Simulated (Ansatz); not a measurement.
The cluster Si2F2. Charge 0, multiplicity 1. Geometry B3LYP-D4/def2-TZVP; atoms count from 1.

Cartesian coordinates in Å:
```
Si 0.099 -0.133 -1.104
Si -0.100 0.134 1.104
F 0.954 -0.571 2.095
F -0.954 0.571 -2.096
```

The restricted singlet is unstable towards broken spin symmetry in Hartree–Fock (as tested in another run); at PBE0-D4/def2-TZVP this wasn't settled. Another isomer (triplet) lies 0.70 eV lower at PBE0-D4/def2-TZVP; other spin states weren't run for this one.

Estimate the Mulliken populations from the PBE0/def2-TZVP orbitals of Ansatz.


| atom | charge (e) |
| --- | --- |
| Si1 | 0.27 |
| Si2 | 0.27 |
| F3 | -0.27 |
| F4 | -0.27 |
Mulliken values depend strongly on the basis.

And the Mayer bond orders between heavy atoms (over 0.3)?

Si1–Si2 1.98 (2.23 Å); Si1–F4 1.07 (1.61 Å); Si2–F3 1.07 (1.61 Å).
